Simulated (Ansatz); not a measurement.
Mulliken charges of AlBrF, SMILES `[F][Al][Br]` radical from r2SCAN/def2-TZVPP in Ansatz (PBE0-D4/def2-TZVP geometry).

| atom | x (Å) | y (Å) | z (Å) | charge (e) |
| --- | --- | --- | --- | --- |
| F1 | -1.120 | 1.017 | -0.511 | -0.330 |
| Al2 | -0.440 | -0.468 | -0.289 | 0.547 |
| Br3 | 1.549 | -0.613 | 0.786 | -0.217 |

Problem. By hand: the dipole of these point charges (1 e Å = 4.8032 D).

Solution. Σ q r = (-0.207, -0.459, -0.160) e Å, of length 0.528 e Å = 2.54 D.

Problem. How does the dipole of the full density compare? (Estimate.)

Solution. The calculation gave: (-0.121, -0.284, -0.095) e Å, 1.55 D; the point charges give 1.64 times that, at 1° from its direction.

Point charges leave out the atoms' own dipoles, such as those of lone pairs, and Mulliken's split depends on the basis, so the two needn't agree.
